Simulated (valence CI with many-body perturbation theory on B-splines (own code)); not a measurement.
# Sn45+: E2, E3, M1, M2 decay

Computed by configuration interaction combined with many-body perturbation theory (CI+MBPT): three valence electrons over a frozen Dirac-Fock core [He], a basis of 11 s, 11 p, 10 d, 8 f, 5 g, 2 h functions for each j, with the one-electron correlation potential Σ1, the two-electron term Σ2, the three-electron term Σ3, Breit, model QED; selected CI, second order for the rest, scaled by the run's own slope (own B-spline code, finite nucleus).

The last digits are not significant, and no measured levels were compared; by estimate large intervals hold to a few tenths of a per cent, small ones and those within an open d or f shell to about a per cent.

Lines 1 to 28 of 28 in falling wavelength, among levels below 465.24 Ry, chosen from the decays that carry over 1 % of a level's rate. Wavelengths and rates use the calculated energies. Electric multipoles are in the length gauge with retardation, E1 and E2 with the static RPA response of the core. M1 uses the relativistic operator with retardation. S is in atomic units (e²a₀⁴ for E2 and M2, e²a₀⁶ for E3), for M1 in squared Bohr magnetons. Weak lines are less certain than strong ones. Lines between different terms over intervals too small for the method are left out, as are lines whose strength nearly cancels.

Levels are named by their leading jj configuration (3d3/2^4 stands for four electrons in 3d with j = 3/2), which in mixed levels can hold well under half, so a name can repeat and another be missing. Letters in brackets count levels of one name in rising energy.

| λ vac (Å) | Upper | Lower | Type | A (s⁻¹) | S (a.u.) |
| --- | --- | --- | --- | --- | --- |
| 58.43 | (2s 2p1/2 2p3/2) J=3/2 [a] | (2s 2p1/2^2) J=1/2 | M1 | 6.93e+07 | 2.05e+00 |
| 48.48 | (2s^2 2p3/2) J=3/2 | (2s^2 2p1/2) J=1/2 | M1 | 7.74e+07 | 1.31e+00 |
| 2.996 | (2s 2p3/2 3p3/2) J=7/2 | (2s 2p3/2^2) J=3/2 | E2 | 5.52e+09 | 9.53e-06 |
| 2.981 | (2s^2 3p1/2) J=1/2 | (2s^2 2p3/2) J=3/2 | E2 | 2.71e+11 | 1.14e-04 |
| 2.948 | (2s 2p3/2 3p3/2) J=7/2 | (2s 2p3/2^2) J=5/2 | E2 | 8.08e+10 | 1.28e-04 |
| 2.940 | (2s 2p3/2 3p3/2) J=1/2 [b] | (2s 2p3/2^2) J=3/2 | E2 | 1.41e+11 | 5.54e-05 |
| 2.936 | (2s 2p1/2 3p3/2) J=5/2 | (2s 2p1/2 2p3/2) J=5/2 | E2 | 7.55e+10 | 8.83e-05 |
| 2.909 | (2s 2p3/2 3d5/2) J=9/2 | (2s 2p3/2^2) J=5/2 | M2 | 3.42e+09 | 6.36e-06 |
| 2.909 | (2s 2p3/2 3d5/2) J=9/2 | (2s 2p3/2^2) J=5/2 | E3 | 1.65e+08 | 9.25e-06 |
| 2.893 | (2s 2p3/2 3p3/2) J=1/2 [b] | (2s 2p3/2^2) J=5/2 | E2 | 6.06e+10 | 2.19e-05 |
| 2.785 | (2s 2p3/2 3p3/2) J=7/2 | (2s 2p1/2 2p3/2) J=5/2 | E2 | 8.02e+10 | 9.60e-05 |
| 2.778 | (2s 2p1/2 3p3/2) J=5/2 | (2s 2p1/2^2) J=1/2 | E2 | 1.47e+11 | 1.31e-04 |
| 2.767 | (2s 2p3/2 3p3/2) J=7/2 | (2s 2p1/2 2p3/2) J=3/2 [a] | E2 | 1.10e+11 | 1.27e-04 |
| 2.765 | (2s 2p3/2 3p3/2) J=1/2 [b] | (2s 2p1/2 2p3/2) J=3/2 [b] | E2 | 1.53e+11 | 4.43e-05 |
| 2.751 | (2s 2p3/2 3d5/2) J=9/2 | (2s 2p1/2 2p3/2) J=5/2 | M2 | 6.52e+08 | 9.17e-07 |
| 2.751 | (2s 2p3/2 3d5/2) J=9/2 | (2s 2p1/2 2p3/2) J=5/2 | E3 | 1.73e+08 | 6.57e-06 |
| 2.733 | (2s 2p3/2 3d5/2) J=9/2 | (2s 2p1/2 2p3/2) J=3/2 [a] | E3 | 2.94e+08 | 1.06e-05 |
| 2.686 | (2p1/2 2p3/2 3d3/2) J=7/2 | (2s 2p1/2 2p3/2) J=3/2 [b] | E2 | 1.92e+11 | 1.92e-04 |
| 2.682 | (2p3/2^2 3d5/2) J=7/2 | (2s 2p3/2^2) J=3/2 | E2 | 4.04e+11 | 4.01e-04 |
| 2.662 | (2p1/2^2 3d3/2) J=3/2 | (2s 2p1/2^2) J=1/2 | E2 | 7.03e+11 | 3.36e-04 |
| 2.659 | (2p1/2 2p3/2 3d3/2) J=7/2 | (2s 2p1/2 2p3/2) J=5/2 | E2 | 3.51e+11 | 3.34e-04 |
| 2.649 | (2p1/2 2p3/2 3d3/2) J=5/2 [a] | (2s 2p1/2 2p3/2) J=3/2 [a] | E2 | 3.56e+11 | 2.49e-04 |
| 2.648 | (2p1/2 2p3/2 3d3/2) J=1/2 [a] | (2s 2p1/2 2p3/2) J=3/2 [a] | E2 | 6.52e+11 | 1.52e-04 |
| 2.647 | (2p1/2 2p3/2 3d5/2) J=9/2 | (2s 2p1/2 2p3/2) J=5/2 | E2 | 7.42e+11 | 8.61e-04 |
| 2.643 | (2p3/2^2 3d5/2) J=7/2 | (2s 2p3/2^2) J=5/2 | E2 | 3.03e+11 | 2.80e-04 |
| 2.643 | (2p3/2^2 3d5/2) J=9/2 | (2s 2p3/2^2) J=5/2 | E2 | 7.47e+11 | 8.60e-04 |
| 2.643 | (2p1/2 2p3/2 3d3/2) J=7/2 | (2s 2p1/2 2p3/2) J=3/2 [a] | E2 | 1.81e+11 | 1.67e-04 |
| 2.638 | (2p1/2 2p3/2 3d5/2) J=7/2 [a] | (2s 2p1/2 2p3/2) J=3/2 [a] | E2 | 5.52e+11 | 5.04e-04 |
